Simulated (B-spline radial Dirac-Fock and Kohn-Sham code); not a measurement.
# 1s emission of Ni⁺

System: nickel as Ni⁺ in the configuration 1s2 2s2 2p6 3s2 3p6 3d9, inside a Watson sphere of charge -1 and radius 2.2 Å (a model of the Madelung potential; inside it an electron's potential energy is raised by 6.5 eV).

Input file task.json (cfg lists n, l and occupation; rrms is the nuclear radius in fm):

```json
{"items": [{
  "Z": 28,
  "q": 1,
  "cfg": [[1, 0, 2], [2, 0, 2], [2, 1, 6], [3, 0, 2], [3, 1, 6], [3, 2, 9]],
  "A": 58,
  "rrms": 3.7757,
  "watson": [-1, 2.2],
  "do": ["binding", "quiet", "decay"],
  "holes": ["K", "L1", "L2", "L3", "M1", "M2", "M3"]
}]}
```

Launch: `python xray_run.py task.json out`

Method: a relativistic independent-particle model: LDA orbitals of the hole state, radiative multipoles to third order, Auger rates from the Coulomb interaction with a continuum orbital, Dirac-Fock energies. Computed with a radial B-spline solver.

```csv
line,multipole,energy (eV),width (meV),share (%)
Kα2,E1,7460.4,172,30.2
Kα1,E1,7477.5,336,59.1
Kβ3,E1,8259.9,20.5,3.61
Kβ1,E1,8262.1,40.3,7.08
```

The listed lines hold 100.0 % of the radiative rate. The radiative width is 0.568 eV in the length form and 0.587 eV in the velocity form; the two differ because the transition energies are not eigenvalue differences of the potential that gave the orbitals. Kα2/Kα1 is 0.512 and Kβ/Kα is 0.120.
